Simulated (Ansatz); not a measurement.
Geometry optimisation, RKS PBE0/def2-SVP in Ansatz 0.2.0.

Input:

```yaml
crystal:
  periodic: [false, false, false]
  atoms:
    - { symbol: Si, position_ang: [0.0, 0.0, 0.0] }
    - { symbol: H, position_ang: [0.0, 0.0, 1.81] }
    - { symbol: H, position_ang: [1.3768, 0.0, -0.4862] }
    - { symbol: F, position_ang: [-0.7489, 1.2974, -0.5295] }
    - { symbol: F, position_ang: [-0.7489, -1.2974, -0.5295] }
    - { symbol: Cl, position_ang: [-2.306, 0.0, 0.7662] }
    - { symbol: H, position_ang: [-0.9541, 0.0, 1.8716] }
basis:
  gaussian: { orbitals: def2-SVP }
hamiltonian:
  xc: pbe0
relax:
  f_tol: 0.15
  max_steps: 25
  restrain:
    - { distance: [0, 5], at: 3.33, k: 30.0 }
    - { distance: [6, 1], at: 1.86, k: 30.0 }
    - { distance: [0, 1], at: 1.46, k: 30.0 }
    - { distance: [6, 5], at: 1.37, k: 30.0 }
```

Command:

```bash
$ ansatz run input.yaml --threads 1 --pin off --max-ram 2048MiB --backend cpu --events-out ev --progress --plain --runs-dir out
```

Where does it end, and by what steps?

The forces met the threshold. The restraints hold the end off the free minimum; the threshold counts their pulls, which the force column leaves out. Restrained pairs: Si1–Cl6 (2.43 → 3.34 Å), H2–H7 (0.96 → 1.86 Å), Si1–H2 (1.81 → 1.47 Å), Cl6–H7 (1.75 → 1.33 Å). After 8 steps the energy has fallen by 3.046 eV (the restraints' own energy left out); Cl6 moved furthest, 0.77 Å.

```json
{"step": "0", "energy less start (eV)": "0.0000", "largest force component (eV/Å)": "3.409", "accepted": "yes"}
{"step": "1", "energy less start (eV)": "-1.0628", "largest force component (eV/Å)": "3.339", "accepted": "yes"}
{"step": "2", "energy less start (eV)": "-1.8740", "largest force component (eV/Å)": "5.294", "accepted": "yes"}
{"step": "3", "energy less start (eV)": "-2.5829", "largest force component (eV/Å)": "4.063", "accepted": "yes"}
{"step": "4", "energy less start (eV)": "-2.9677", "largest force component (eV/Å)": "1.421", "accepted": "yes"}
{"step": "5", "energy less start (eV)": "-3.0276", "largest force component (eV/Å)": "1.407", "accepted": "yes"}
{"step": "6", "energy less start (eV)": "-3.0216", "largest force component (eV/Å)": "1.417", "accepted": "yes"}
{"step": "7", "energy less start (eV)": "-3.0484", "largest force component (eV/Å)": "1.114", "accepted": "yes"}
{"step": "8", "energy less start (eV)": "-3.0459", "largest force component (eV/Å)": "1.174", "accepted": "yes"}
```

```xyz
7
Properties=species:S:1:pos:R:3
Si 0.233 0.000 -0.071
H 0.116 0.000 1.394
H 1.642 0.000 -0.524
F -0.484 1.312 -0.660
F -0.484 -1.312 -0.660
Cl -2.775 0.000 1.374
H -1.629 0.000 2.050
```

Run time: 30 s on 1 thread of Arm Neoverse V1 (shared host), peak memory 0.15 GiB.
